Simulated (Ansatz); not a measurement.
Cartesian coordinates in Å:
```
S 1.300 1.780 -1.303
Si -0.127 0.291 -0.789
Si 0.546 -1.202 0.768
P -0.949 0.434 1.328
H 0.430 2.806 -1.281
H -1.106 -0.044 -1.848
H 0.046 -2.596 0.788
H 1.881 -1.043 1.387
H -2.021 -0.427 0.949
```

Charge 0, multiplicity 1.

Question: List the PBE/def2-TZVPP orbital energies in eV (the Gaussian-basis code of Ansatz). (Best estimate.)

Answer: Ansatz gave: Occupied: -2396.03, -2076.01, -1780.37, -1779.96, -208.98, -171.33, -155.13, -155.04, -154.90, -138.06, -137.71, -122.80, -122.74, -122.73, -94.82, -94.78, -94.76, -94.46, -94.43, -94.41, -18.48, -16.36, -12.77, -12.12, -10.36, -9.77, -8.82, -8.42, -7.74, -7.07, -6.27, -5.79. Lowest empty: -1.48, -1.20, -1.08, -0.80, -0.58, -0.21, 0.35, 0.83.
